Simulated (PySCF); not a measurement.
## Sc+ (scandium, charge +1) across methods

[Ar] 3d1 4s1, high-spin 3D determinant. Computed with PySCF 2.14 in aug-cc-pVDZ (7s6p4d2f, 59 functions), with the non-relativistic Hamiltonian (point nucleus).

```
method  E (hartree)  mean ε 3p β (eV)  mean ε 3d α (eV)  mean ε 4s α (eV)  Σ⟨r²⟩ (bohr²)   ⟨S²⟩
 TPSSh     -760.399           -41.324           -11.631           -10.277          29.85  2.001
   UHF   -759.54076           -48.723           -16.541           -12.236          30.50  2.001
   LDA     -758.425           -40.174           -10.797           -10.319          29.61  2.000
r2SCAN     -760.344           -40.945           -11.208           -10.271          29.78  2.001
  PW91     -760.390           -40.194           -10.964           -10.193          29.76  2.000
revPBE     -760.279           -40.120           -10.876           -10.071          29.88  2.000
  PBE0     -760.198           -42.572           -12.445           -10.755          29.82  2.001
   PBE     -760.152           -40.123           -10.882           -10.131          29.81  2.000
```
